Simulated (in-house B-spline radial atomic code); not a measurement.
Results of a calculation; reference values are marked as such.
Stopping of slow ions oscillates with Z: Zr to Sb at r_s = 1.65

A nucleus sits in a uniform electron gas with a rigid positive background. The Kohn-Sham equations are solved self-consistently in the spin-unpolarised LDA (PW92), non-relativistic, on B-splines with outgoing waves at the boundary and partial waves to l = 8. The model has no lattice, no bands and no magnetic solution. Atomic units; δ_l are the phase shifts at the Fermi level, counted so that each bound state adds π, and good to about 0.0005.

The density parameter is r_s = 1.65 bohr. The friction coefficient Q = n k_F σ_tr gives dE/dx = Q v for slow ions.

```json
{"ion": "Zr", "δ0/π": "3.548", "δ1/π": "2.769", "δ2/π": "1.536", "δ3/π": "0.048", "σ_tr (bohr²)": "40.52", "Q (a.u.)": "2.5048"}
{"ion": "Nb", "δ0/π": "3.588", "δ1/π": "2.808", "δ2/π": "1.604", "δ3/π": "0.048", "σ_tr (bohr²)": "38.04", "Q (a.u.)": "2.3514"}
{"ion": "Mo", "δ0/π": "3.627", "δ1/π": "2.846", "δ2/π": "1.671", "δ3/π": "0.049", "σ_tr (bohr²)": "33.28", "Q (a.u.)": "2.0572"}
{"ion": "Tc", "δ0/π": "3.667", "δ1/π": "2.883", "δ2/π": "1.737", "δ3/π": "0.051", "σ_tr (bohr²)": "27.22", "Q (a.u.)": "1.6827"}
{"ion": "Ru", "δ0/π": "3.709", "δ1/π": "2.922", "δ2/π": "1.801", "δ3/π": "0.054", "σ_tr (bohr²)": "21.04", "Q (a.u.)": "1.3007"}
{"ion": "Rh", "δ0/π": "3.754", "δ1/π": "2.963", "δ2/π": "1.860", "δ3/π": "0.058", "σ_tr (bohr²)": "15.67", "Q (a.u.)": "0.9684"}
{"ion": "Pd", "δ0/π": "3.802", "δ1/π": "3.009", "δ2/π": "1.914", "δ3/π": "0.063", "σ_tr (bohr²)": "11.59", "Q (a.u.)": "0.7165"}
{"ion": "Ag", "δ0/π": "3.853", "δ1/π": "3.059", "δ2/π": "1.965", "δ3/π": "0.068", "σ_tr (bohr²)": "8.92", "Q (a.u.)": "0.5512"}
{"ion": "Cd", "δ0/π": "3.907", "δ1/π": "3.112", "δ2/π": "2.012", "δ3/π": "0.074", "σ_tr (bohr²)": "7.56", "Q (a.u.)": "0.4674"}
{"ion": "In", "δ0/π": "3.963", "δ1/π": "3.169", "δ2/π": "2.057", "δ3/π": "0.081", "σ_tr (bohr²)": "7.38", "Q (a.u.)": "0.4562"}
{"ion": "Sn", "δ0/π": "4.018", "δ1/π": "3.227", "δ2/π": "2.101", "δ3/π": "0.088", "σ_tr (bohr²)": "8.24", "Q (a.u.)": "0.5094"}
{"ion": "Sb", "δ0/π": "4.072", "δ1/π": "3.285", "δ2/π": "2.145", "δ3/π": "0.095", "σ_tr (bohr²)": "10.00", "Q (a.u.)": "0.6184"}
```

Problem. Where are the largest and smallest frictions, and what do the phase shifts say there?

Solution. Largest: Zr, Q = 2.5048; smallest: In, Q = 0.4562, a ratio of 5.5. For the largest δ2/π = 1.54; it lies at the edge of the table, which can't show whether it is a peak. For the smallest the differences δ_l − δ_(l+1), measured from the nearest multiple of π, are 0.21π, 0.11π, 0.02π; σ_tr grows with the sines of these.

Problem. At equal speed, Lindhard and Scharff's formula, with silicon as an example target, scales as Z^(7/6)/(Z^(2/3) + 14^(2/3))^(3/2). How does its rise from the first ion to the last compare?

Solution. It rises smoothly by 1.1352/1.0100 = 1.12, while Q changes by 0.618/2.505 = 0.25. The statistical formula averages over shells, so it can't show the oscillation.
